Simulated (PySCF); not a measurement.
## Where the electron goes

Species: C₃H₅Cl₂NSi.
Numbering: `[H]/[N:4]=[CH:3]\[C:2](=[CH2:1])[SiH:5]([Cl:6])[Cl:7]` (hydrogens: H8, H9 on C1; H10 on C3; H11 on N4; H12 on Si5)

Geometry (GFN2-xTB, Å), atoms numbered from 1 in this order:
```xyz
12
C3H5Cl2NSi angstrom
C     -0.045    1.751   -0.006
C     -0.170    0.422    0.031
C     -1.521   -0.154    0.063
N     -1.868   -1.362    0.073
Si     1.335   -0.738    0.043
Cl     3.014    0.374    0.174
Cl     1.383   -1.812   -1.669
H     -0.907    2.400   -0.013
H      0.916    2.238   -0.033
H     -2.333    0.570    0.081
H     -1.109   -2.041    0.048
H      1.307   -1.648    1.183
```

Level of theory: TDDFT PBE0/def2-SVPD, vertical, gas phase, core orbitals frozen in the response (PySCF 2.14.0, density-fitted response routines).

Frontier orbitals with the atoms that hold most of them (Löwdin shares over 4%, at most four atoms; ? is withheld):

| orbital | ε (eV) | atoms |
| --- | --- | --- |
| LUMO+2 | -0.10 | Si5 28%, Cl6 26%, Cl7 12%, H12 10% |
| LUMO+1 | -0.19 | Si5 20%, Cl7 20%, C3 16%, Cl6 11% |
| LUMO | ? | C1 34%, C2 20%, N4 18%, C3 12% |
| HOMO | -7.82 | ? |
| HOMO-1 | -8.36 | ? |
| HOMO-2 | -9.26 | Cl7 30%, Si5 16%, Cl6 15%, C2 14% |
| HOMO-3 | -9.62 | Cl7 50%, Cl6 43% |

Question: Which atoms hold the HOMO-1, and with what shares?

Answer: C1 (bonded to C and 2 H) 28%; C2 (bonded to 2 C and Si) 25%; N4 (bonded to C and H) 24%; C3 (bonded to C, N and H) 12%. By element: carbon 66%, nitrogen 24%.

Question: Which atoms hold the HOMO, and with what shares?

Answer: N4 (bonded to C and H) 58%; C3 (bonded to C, N and H) 15%; H11 (bonded to N) 8%; C2 (bonded to 2 C and Si) 8%. By element: nitrogen 58%, carbon 22% or more, hydrogen 8% or more.

Question: What is the LUMO energy, and the HOMO–LUMO gap?

Answer: ε(LUMO) = -1.91 eV; the gap is 5.91 eV (0.2171 hartree).

Question: How does S1 compare with the orbital gap of 5.91 eV?

Answer: S1 is at 4.32 eV (f = 0.0028), 1.59 eV below the gap, made of HOMO→LUMO (96%). Without the coupling terms of the response equations the lowest excitation would equal the gap.

Question: One configuration dominates each of S1, S2 and S3. Which, and how do the shares of the two leading atoms of either orbital change from the occupied to the empty one?

Answer: 
- S1 (4.32 eV, f 0.0028), HOMO→LUMO (96%): N4 58% → 18%, C3 15% → 12%, C1 at most 8% → 34%, C2 8% → 20%
- S2 (5.97 eV, f 0.0012), HOMO-2→LUMO (82%): Cl7 30% → at most 12%, Si5 16% → at most 12%, C1 at most 14% → 34%, C2 14% → 20%
- S3 (6.21 eV, f 0.275), HOMO-1→LUMO (74%): C1 28% → 34%, C2 25% → 20%

Löwdin shares depend on the basis, the more so with diffuse functions.

Hardware: Arm Neoverse N1, one thread, no GPU (shared host). Cost: 62 s wall (with the writing of density and orbital grids), 0.81 GiB resident at most.

One conformer stands for the species.
